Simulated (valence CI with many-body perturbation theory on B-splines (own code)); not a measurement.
## E1 line list for Cr¹⁰⁺

Level of theory: relativistic CI+MBPT: four valence electrons over a frozen Dirac-Fock core [Ne], radial functions for each j: 11 s, 11 p, 9 d, 7 f, 5 g, 2 h, 1 i, with the one-electron correlation potential Σ1, the two-electron term Σ2, the three-electron term Σ3, Breit, model QED; selected CI, second order for the rest, scaled by the run's own slope (own B-spline code, finite nucleus).

No measured levels were compared; by estimate levels of excited configurations hold to 0.05 to 0.15 % of their energy, terms of the ground configuration to about 0.5 %.

Lines 151 to 200 of 226 in falling wavelength, among levels below 87.282 eV, chosen from the strongest by gf and those to the six lowest levels. Wavelengths and rates use the calculated energies, so an error of 200 cm⁻¹ moves a line at 246.4 Å by 0.049 % and its rate by three times that or more. Electric multipoles are in the length gauge, E1 and E2 with the static RPA response of the core. Weak lines are less certain than strong ones. Lines between different terms over intervals too small for the method are left out, as are lines whose strength nearly cancels. The highest levels of a list are the least certain.

Names give the largest LS component (configuration and term), which can be under half, so a name can repeat, a term be missing and a line seem to break the LS rules; names also repeat where a configuration has a term twice. Letters in brackets count levels of one name in rising energy.

| λ vac (Å) | Upper | Lower | A (s⁻¹) | S (a.u.) |
| --- | --- | --- | --- | --- |
| 246.4 | 3s3p²3d ³D_3 [b] | 3s3p³ ³P°_2 | 1.51e+10 | 7.81e-01 |
| 245.7 | 3s²3p3d ³P°_2 [a] | 3s²3p² ³P_2 | 1.39e+10 | 5.10e-01 |
| 245.4 | 3s3p²3d ³D_2 [a] | 3s3p³ ³D°_3 | 6.99e+09 | 2.55e-01 |
| 245.2 | 3s3p²3d ³P_0 [b] | 3s3p³ ³P°_1 | 3.46e+10 | 2.52e-01 |
| 245.1 | 3s3p²3d ³D_3 [a] | 3s3p³ ³D°_3 | 2.77e+10 | 1.41e+00 |
| 244.8 | 3s3p²3d ³D_1 [a] | 3s3p³ ³D°_2 | 1.03e+10 | 2.24e-01 |
| 244.7 | 3s3p²3d ³D_1 [a] | 3s3p³ ³D°_1 | 2.15e+10 | 4.66e-01 |
| 244.6 | 3s3p²3d ³P_1 [b] | 3s3p³ ³P°_2 | 1.03e+10 | 2.23e-01 |
| 244.5 | 3s3p²3d ³D_2 [a] | 3s3p³ ³D°_2 | 1.93e+10 | 6.96e-01 |
| 244.4 | 3s3p²3d ³D_2 [a] | 3s3p³ ³D°_1 | 5.96e+09 | 2.15e-01 |
| 244.4 | 3s3p²3d ³P_1 [b] | 3s3p³ ³P°_1 | 1.24e+10 | 2.67e-01 |
| 244.2 | 3s3p²3d ³D_3 [a] | 3s3p³ ³D°_2 | 3.78e+09 | 1.90e-01 |
| 244.2 | 3s3p²3d ³P_1 [b] | 3s3p³ ³P°_0 | 1.22e+10 | 2.63e-01 |
| 243.1 | 3s3p²3d ³P_2 [b] | 3s3p³ ³P°_2 | 2.89e+10 | 1.03e+00 |
| 242.9 | 3s3p²3d ³P_2 [b] | 3s3p³ ³P°_1 | 7.25e+09 | 2.57e-01 |
| 242.2 | 3s3p²3d ¹G_4 | 3s3p³ ³D°_3 | 8.21e+08 | 5.18e-02 |
| 241.9 | 3s²3p3d ³P°_1 | 3s²3p² ³P_2 | 8.61e+09 | 1.80e-01 |
| 241.8 | 3s²3p3d ³P°_2 [a] | 3s²3p² ³P_1 | 1.29e+10 | 4.51e-01 |
| 240.8 | 3s²3p3d ³P°_2 [b] | 3s²3p² ³P_2 | 8.83e+08 | 3.04e-02 |
| 240.7 | 3s²3p3d ¹P°_1 | 3s²3p² ¹S_0 | 4.75e+10 | 9.81e-01 |
| 239.9 | 3s3p²3d ¹F_3 | 3s3p³ ³D°_3 | 1.79e+09 | 8.53e-02 |
| 239.1 | 3s3p²3d ¹F_3 | 3s3p³ ³D°_2 | 1.22e+09 | 5.78e-02 |
| 238.1 | 3s²3p3d ³P°_1 | 3s²3p² ³P_1 | 2.32e+08 | 4.63e-03 |
| 237.2 | 3s3p²3d ³S_1 | 3s3p³ ³P°_2 | 2.15e+10 | 4.25e-01 |
| 237.1 | 3s²3p3d ³P°_2 [b] | 3s²3p² ³P_1 | 1.35e+10 | 4.44e-01 |
| 237.0 | 3s3p²3d ³S_1 | 3s3p³ ³P°_1 | 1.06e+10 | 2.09e-01 |
| 236.9 | 3s3p²3d ³S_1 | 3s3p³ ³P°_0 | 1.45e+09 | 2.86e-02 |
| 236.8 | 3s²3p3d ³D°_1 | 3s²3p² ³P_2 | 8.19e+09 | 1.61e-01 |
| 236.5 | 3s3p²3d ⁵P_3 | 3s3p³ ⁵S°_2 | 4.73e+10 | 2.16e+00 |
| 236.3 | 3s²3p3d ³P°_0 | 3s²3p² ³P_1 | 3.81e+10 | 2.48e-01 |
| 235.7 | 3s²3p3d ³D°_2 | 3s²3p² ³P_2 | 2.77e+10 | 8.96e-01 |
| 235.5 | 3s²3p3d ³D°_3 | 3s²3p² ³P_2 | 5.53e+10 | 2.49e+00 |
| 235.4 | 3s3p²3d ³D_1 [c] | 3s3p³ ³P°_1 | 2.15e+09 | 4.14e-02 |
| 235.2 | 3s3p²3d ³D_1 [c] | 3s3p³ ³P°_0 | 6.78e+09 | 1.31e-01 |
| 235.2 | 3s3p²3d ⁵P_2 | 3s3p³ ⁵S°_2 | 4.79e+10 | 1.54e+00 |
| 235.0 | 3s²3p3d ³P°_1 | 3s²3p² ³P_0 | 3.23e+10 | 6.22e-01 |
| 234.4 | 3s3p²3d ⁵P_1 | 3s3p³ ⁵S°_2 | 4.87e+10 | 9.29e-01 |
| 233.2 | 3s²3p3d ³D°_1 | 3s²3p² ³P_1 | 3.36e+10 | 6.32e-01 |
| 232.8 | 3s3p²3d ³F_2 [b] | 3s3p³ ³D°_3 | 7.57e+08 | 2.36e-02 |
| 232.2 | 3s²3p3d ³D°_2 | 3s²3p² ³P_1 | 2.56e+10 | 7.91e-01 |
| 232.0 | 3s3p²3d ³F_2 [b] | 3s3p³ ³D°_2 | 1.10e+10 | 3.38e-01 |
| 232.0 | 3s3p²3d ³F_2 [b] | 3s3p³ ³D°_1 | 2.25e+10 | 6.94e-01 |
| 230.9 | 3s3p²3d ³F_3 [b] | 3s3p³ ³D°_3 | 9.20e+09 | 3.91e-01 |
| 230.3 | 3s²3p3d ³D°_1 | 3s²3p² ³P_0 | 1.27e+10 | 2.29e-01 |
| 230.1 | 3s3p²3d ³F_3 [b] | 3s3p³ ³D°_2 | 2.72e+10 | 1.14e+00 |
| 228.8 | 3s3p²3d ³D_1 [b] | 3s3p³ ³D°_2 | 2.26e+09 | 4.01e-02 |
| 228.8 | 3s3p²3d ³D_1 [b] | 3s3p³ ³D°_1 | 7.21e+09 | 1.28e-01 |
| 228.1 | 3s3p²3d ³F_4 [b] | 3s3p³ ³D°_3 | 4.13e+10 | 2.18e+00 |
| 227.9 | 3s3p²3d ³D_2 [b] | 3s3p³ ³D°_2 | 2.82e+09 | 8.23e-02 |
| 227.9 | 3s3p²3d ³P_2 [a] | 3s3p³ ⁵S°_2 | 4.09e+08 | 1.20e-02 |
